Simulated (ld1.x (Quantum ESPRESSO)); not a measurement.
## Before and after: TM potential for cadmium

```json
{
  "Element": "cadmium (Cd)",
  "Generator": "ld1.x (Quantum ESPRESSO) 7.5",
  "Type": "norm-conserving Troullier–Martins (Kleinman–Bylander form)",
  "Functional": "PBE",
  "Relativity": "non-relativistic",
  "Frozen core": "[Ar] 3d10",
  "Valence charge": "20",
  "Reference configuration": "4s2 4p6 4d9 5s0 5p0 (charge +3)",
  "Partial waves": "4s (bound): rc 1.15 bohr; 4d (bound): rc 1.15 bohr; 4p (bound): rc 0.90 bohr",
  "Local potential": "the p channel",
  "Core correction": "none"
}
```

All-electron outer shells of the reference configuration (PBE, non-relativistic, ld1.x):

| shell | level (eV) | outermost node (bohr) | outermost maximum (bohr) |
| --- | --- | --- | --- |
| 3d | -435.02 | – | 0.27 |
| 4s | -133.06 | 0.44 | 0.82 |
| 4p | -100.04 | 0.44 | 0.85 |
| 4d | -46.38 | 0.41 | 0.97 |
| 5s | -31.01 | 1.08 | 2.10 |
| 5p | -23.87 | 1.17 | 2.41 |

Change: all radii scaled by about 0.76 (s 0.88, p 0.68, d 0.88 bohr).

Cutoffs: the cutoffs (Ry, on a coarse ladder) from which the occupation-weighted sum of valence levels, in a spherical-Bessel basis at the reference potential, stays within 10 and 1 mRy of its value at 400 Ry; they do not see the model core or the augmentation charge, which bear on the density cutoff. Errors are all-electron minus pseudo energies relative to the spin-unpolarised reference configuration.

Problem. What does the change do?

Solution. A bound ghost appears in s, which as a rule spoils a file; of the 7 tests that both files solve, the error grows in 7 and shrinks in 0 by more than 15 % and 0.3 meV (median size 268.6 → 501.7 meV). That the errors move this way runs against the usual rule that smaller radii transfer better.

| quantity | base | changed |
| --- | --- | --- |
| cutoffs, loose and tight | 180 Ry, 260 Ry | not determined |
| bound ghosts | none | s |
| error for 4s2 4p6 4d10 5s2 5p0, meV [ΔE -63.50 eV] | +312 | +583 |
| error for 4s2 4p6 4d10 5s1 5p0, meV [ΔE -54.76 eV] | +204 | +382 |
| error for 4s2 4p6 4d10 5s0 5p0, meV [ΔE -38.50 eV] | +3.6 | +7.2 |
| error for 4s2 4p6 4d8 5s0 5p0, meV [ΔE 54.69 eV] | +6.9 | +13 |
| error for 4s2 4p6 4d10 5s1.5 5p0, meV [ΔE -60.02 eV] | +269 | +502 |
| error for 4s2 4p6 4d9 5s2 5p0, meV [ΔE -44.56 eV] | +506 | +945 |
| error for 4s2 4p5 4d10 5s2 5p0, meV [ΔE 8.94 eV] | +542 | +1038 |

 A true bound ghost makes a file unfit for plane-wave use even where its test errors are small: the radial tests pick states by their node count and pass the ghost by.
